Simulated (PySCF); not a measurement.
**How methods differ on the excitation energy of Al²⁺**

Al²⁺ [Ne] 3s1 (2S) → Al²⁺ [Ne] 3p1 (2P), as a difference of total energies. All numbers are calculated (PySCF 2.14, the non-relativistic Hamiltonian (point nucleus), in def2-TZVPPD (6s5p4d1f, 48 functions)). Correlated levels: valence and next inner shell: 1s2 frozen. The calculations carry no spin-orbit coupling.

```
                                method  excitation energy (eV)
                                   UHF                   6.542
                                   LDA                   6.290
                                   PBE                   6.139
                                  PBE0                   6.241
                                r2SCAN                   6.121
                                  BLYP                   6.210
                                 wB97X                   6.092
                                 B3LYP                   6.308
                                revPBE                   6.043
    MP2 (valence and next inner shell)                   6.642
SCS-MP2 (valence and next inner shell)                   6.621
```

**Question.** How much does correlation contribute at MP2 (valence and next inner shell)?

**Answer.** 6.642 − (6.542) = 0.100 eV, measured against UHF.

A first-order spin-orbit estimate (lowest level to lowest level, LS coupling) adds -0.015 eV.
